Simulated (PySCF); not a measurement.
CH₇ClN₂Si, SMILES NC[Si@@H](N)Cl.

Geometry: PBE0-D3(BJ)/def2-SVP. The structure was generated by enumeration; whether it is a known compound was not checked. The values are those of a single conformer.

Two levels are set side by side: TDDFT-PBE/def2-SVPD (PySCF) and TDDFT-LC-ωPBE/def2-SVPD (PySCF). Vertical, same geometry. The lowest singlet is HOMO→LUMO 99 % with PBE and HOMO→LUMO+1 58 %, HOMO→LUMO 26 % with the other functional; states are paired by order. Differences are taken from unrounded values.

```csv
quantity,TDDFT-LC-ωPBE
lowest singlet excitation (eV),6.58
lowest triplet excitation (TDA) (eV),6.21
```

Task: What does TDDFT-PBE give, and how far is it from TDDFT-LC-ωPBE? (An estimate is asked for; the answer gives what the named calculation found.)

Result: 
| quantity | TDDFT-PBE | TDDFT-PBE minus TDDFT-LC-ωPBE |
|---|---|---|
| lowest singlet excitation (eV) | 4.95 | -1.63 |
| lowest triplet excitation (TDA) (eV) | 4.84 | -1.37 |

A lower first singlet is the usual sign of a functional without exact exchange. Differences between two approximate levels are no errors against the true value.

Rough cost on one machine, each run with all the roots and properties that it gave: TDDFT-LC-ωPBE against TDDFT-PBE about 7 times.
